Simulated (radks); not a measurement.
The iron ion Fe2+, configuration [Ar] 3d6. Method: non-relativistic Kohn-Sham, PBE, spin-polarised, spherical densities, point nucleus; open shells are filled with parallel spins first; computed with a radial shooting solver on a logarithmic mesh with Libxc functionals.

Normalised radial functions P(r) = r R(r), r in bohr:

r,3s down,3p up,3p down
0.00639,0.1598,0.0073,0.0073
0.009457,0.2173,0.0154,0.0153
0.01411,0.2843,0.0323,0.0321
0.02105,0.3451,0.0658,0.0653
0.0314,0.3677,0.1281,0.1271
0.04684,0.2991,0.2336,0.2319
0.06988,0.0832,0.3864,0.3834
0.1042,-0.2751,0.5485,0.5441
0.1543,-0.6008,0.6018,0.5964
0.2302,-0.5625,0.3656,0.3609
0.3433,0.0777,-0.2396,-0.2407
0.5122,0.9382,-0.9257,-0.9211
0.7641,1.2173,-1.1544,-1.1509
1.14,0.7631,-0.7959,-0.7981
1.701,0.2411,-0.3083,-0.3152
2.517,0.0346,-0.0609,-0.0652
3.755,0.0015,-0.0043,-0.0050
5.601,0.0000,-0.0001,-0.0001
8.356,0.0000,0.0000,0.0000

3s down: eigenvalue -107.51 eV, 2 radial nodes at r = 0.0776, 0.331 bohr, <r> = 0.822 bohr, 90 % of the charge inside 1.23 bohr. 3p up: eigenvalue -79.556 eV, 1 radial node at r = 0.299 bohr, <r> = 0.860 bohr, 90 % of the charge inside 1.33 bohr. 3p down: eigenvalue -75.257 eV, 1 radial node at r = 0.299 bohr, <r> = 0.865 bohr, 90 % of the charge inside 1.34 bohr.
